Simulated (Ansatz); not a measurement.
Geometry optimisation, RKS CAM-B3LYP-D4/def2-SVP (Ansatz).

Input:

```yaml
crystal:
  periodic: [false, false, false]
  atoms:
    - { symbol: Sn, position_ang: [0.208208, 0.0, -0.008878] }
    - { symbol: Cl, position_ang: [1.031971, 0.0, 2.228312] }
    - { symbol: H, position_ang: [1.905997, 0.0, -0.237113] }
    - { symbol: H, position_ang: [-0.676788, 1.41392, -0.35696] }
    - { symbol: H, position_ang: [-0.676788, -1.41392, -0.35696] }
basis:
  gaussian: { orbitals: def2-SVP }
hamiltonian:
  xc: cam_b3lyp
  dispersion: d4
relax:
  f_tol: 0.03
  max_steps: 50
```

Launched with:

```bash
$ ansatz run input.yaml --threads 2 --pin off --max-ram 3072MiB --backend cpu --events-out ev --progress --plain --runs-dir out
```

Problem. Where does it end, and by what steps?

Solution. It converged. After 4 steps the energy has fallen by 0.487 eV; H3 moved furthest, 0.44 Å.

```csv
step,energy less start (eV),largest force component (eV/Å),accepted
0,0.0000,1.178,yes
1,-0.3365,0.559,yes
2,-0.4769,0.282,yes
3,-0.4872,0.031,yes
4,-0.4874,0.007,yes
```

```xyz
5
Properties=species:S:1:pos:R:3
Sn 0.328 0.000 0.073
Cl 0.723 0.000 2.396
H 1.858 0.000 -0.674
H -0.558 1.415 -0.263
H -0.558 -1.415 -0.263
```

Whether the end is a true minimum wasn't checked by a vibrational analysis.

Run time: 4.2 s on 2 threads of AMD EPYC 9R45 96-Core Processor (Zen 5), with other jobs on the host, peak memory 0.15 GiB.
